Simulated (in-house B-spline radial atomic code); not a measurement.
A calculation on Ir IV (Ir3+): its settings, and results tabulated from the run. Computed with a radial B-spline atomic code at the basis-set limit: scalar-relativistic (X2C) LDA exchange-only, spin-polarised, spherical fractional occupations, Fermi nucleus of rms radius 5.4032 fm.

Command:
```bash
python run_scf.py task.json out
```
Settings (nuclear radius in fm, mass in u):
```
Z                77
configuration    [Xe] 4f14 5d6
hamiltonian      x2c
method           lda,
spin_polarised   True
nucleus          fermi
rms_radius       5.4032
atomic_mass      192.96292
speed_of_light   137.035999084
```

Output (hartree, bohr):
```
 radial grid: 72 intervals, B-splines of order 8, outer radius 39.1892 bohr

 iter        energy (Eh)    residual
    1      -17807.022178    6.20e-01
    2      -17808.401319    9.17e-02
    3      -17808.601430    2.74e-02
    4      -17808.619763    7.06e-03
    5      -17808.621295    3.17e-03
    6      -17808.621581    1.37e-03
    7      -17808.621606    2.56e-04
    8      -17808.621608    8.78e-05
    9      -17808.621608    6.16e-07

 total energy                    -17808.62161
 kinetic                           20302.6148
 electron-nucleus                 -44653.9031
 Hartree                            6875.5155
 exchange-correlation               -332.8488

 orbital      occ     eigenvalue          <r>       <r^2>       <1/r>       r_max
 1s up      1.000     -2785.9620    0.0166269 0.000389149     101.785    0.009861
 1s down    1.000     -2785.9621    0.0166269 0.000389149     101.785    0.009861
 2s up      1.000      -488.2509    0.0728358  0.00634161     23.8554     0.06218
 2s down    1.000      -488.2411    0.0728356  0.00634157     23.8556     0.06218
 2p up      3.000      -426.3021    0.0656501  0.00528476     19.6495     0.05075
 2p down    3.000      -426.2939    0.0656496  0.00528469     19.6497     0.05075
 3s up      1.000      -115.0425     0.190132   0.0414808     8.56789       0.176
 3s down    1.000      -115.0378      0.19013   0.0414795     8.56794       0.176
 3p up      3.000       -96.8193     0.190604   0.0422343     7.45615      0.1743
 3p down    3.000       -96.8144     0.190601   0.0422327      7.4562      0.1743
 3d up      5.000       -75.8948     0.173292    0.035186     6.92356       0.142
 3d down    5.000       -75.8875     0.173293    0.035186     6.92348       0.142
 4s up      1.000       -25.3800     0.423745    0.202961     3.56841       0.398
 4s down    1.000       -25.3697     0.423735    0.202939     3.56823       0.398
 4p up      3.000       -19.3637     0.450006    0.230525     3.13158      0.4173
 4p down    3.000       -19.3533     0.449936    0.230425     3.13173      0.4173
 4d up      5.000       -11.7601     0.479114     0.26579     2.77038      0.4268
 4d down    5.000       -11.7474     0.478815    0.265372     2.77147      0.4268
 5s up      1.000        -4.7294     0.978953     1.07559     1.40681      0.8926
 5s down    1.000        -4.6458     0.973196     1.06299      1.4177       0.889
 5p up      3.000        -3.1604      1.12717     1.43553     1.17816       1.002
 5p down    3.000        -3.0571      1.11934     1.41643     1.18904      0.9964
 4f up      7.000        -3.4004      0.53669     0.35325     2.31215      0.3946
 4f down    7.000        -3.3802     0.533899    0.348624     2.31928      0.3944
 5d up      5.000        -1.3587      1.55303     2.78626     0.83341       1.282
 5d down    1.000        -1.2352      1.56043     2.83039     0.83454       1.271

 Slater integrals (Eh)
   F0(5p up,5p up)               0.798134
   F2(5p up,5p up)               0.430097
   F0(5p up,5p down)             0.800906
   F2(5p up,5p down)             0.431369
   F0(5p up,5d up)               0.662315
   F2(5p up,5d up)               0.327095
   G1(5p up,5d up)               0.391199
   G3(5p up,5d up)               0.242214
   F0(5p up,5d down)             0.661417
   F2(5p up,5d down)             0.326089
   F0(5p down,5p down)           0.803717
   F2(5p down,5p down)           0.432697
   F0(5p down,5d up)             0.663741
   F2(5p down,5d up)             0.326542
   F0(5p down,5d down)           0.662852
   F2(5p down,5d down)           0.325564
   G1(5p down,5d down)           0.388918
   G3(5p down,5d down)           0.240548
   F0(5d up,5d up)               0.581579
   F2(5d up,5d up)               0.304117
   F4(5d up,5d up)               0.201850
   F0(5d up,5d down)             0.580537
   F2(5d up,5d down)             0.302531
   F4(5d up,5d down)             0.200534
   (list cut)
```

Time taken, with all properties: 0.4 s on 1 thread of Arm Neoverse V1 (shared host).

One-electron X2C: radii and densities carry no picture-change correction, so inner-shell <1/r> comes out high (for 1s by about 2 % at Z = 33, 5 % at 54, 10 % at 75, 30 % at 118) and <r> low.
